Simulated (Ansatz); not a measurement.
# Energy profile

The step: SiNH₅ ([NH2][SiH3]) + H₂O + H₂O → SiNH₅O ([NH2][SiH2][OH]) + H₂O + H₂; bonds formed: Si1–O7, H2–H8, H6–O9; bonds broken: Si1–H2, H6–O7, H8–O9 (atoms numbered as in the saddle structure below).

```xyz
13
angstrom
Si -0.6414 -0.5978 0.5225
H 0.7334 0.3817 0.8873
H -1.8139 -1.4079 -0.0175
H -0.1426 -1.5250 1.5776
N -1.5457 0.8272 0.8004
H 1.1288 -0.0907 -1.2223
O 0.2447 -0.8851 -1.0104
H 1.4116 0.7390 0.0533
O 1.8805 0.7940 -0.9610
H -2.5507 0.8213 0.7475
H -1.1620 1.6543 1.2240
H -0.3290 -1.1893 -1.7176
H 2.7865 0.4783 -0.8837
```

Electronic energies by CCSD(T) at an estimated basis limit (MP2 extrapolated from triple and quadruple zeta, plus CCSD(T) − MP2 in triple zeta), on PBE0-D4/def2-TZVP structures; SiNH₉O₂, singlet; no counterpoise correction. Ansatz 0.2.0; basis: def2-TZVPP and def2-QZVPP; cores frozen in the correlated methods. Extrapolation: Hartree–Fock as exp(−7.88 √X), correlation as X^−2.97.

(1) Give the profile in eV, counted from the separated reactants. (An estimate is asked for; the value comes from the calculation.)

T1 diagnostic: at most 0.011.

## Answers

(1) By the calculation:
| point | eV |
| --- | --- |
| separated: SiNH₅ (linked as [NH2][SiH3]; Si1, H2, H3, H4, N5, H10, H11; singlet) + H₂O (H6, O7, H12; singlet) + H₂O (H8, O9, H13; singlet) | 0.000 |
| start structure | -0.343 |
| saddle | 0.865 |
| end structure | -1.230 |
| separated: SiNH₅O (linked as [NH2][SiH2][OH]; Si1, H3, H4, N5, O7, H10, H11, H12; singlet) + H₂ (H2, H8; singlet) + H₂O (H6, O9, H13; singlet) | -0.922 |

For scale, one of the runs: CCSD(T)/def2-TZVPP, 261 basis functions, launched by `ansatz run in.yaml --threads 8 --pin off --events-out ev --progress --plain --max-ram 19148MiB`. Time: 73 s of wall clock on 8 CPU threads of an Arm Neoverse V2; the host was shared. Peak host memory: 6.4 GiB.
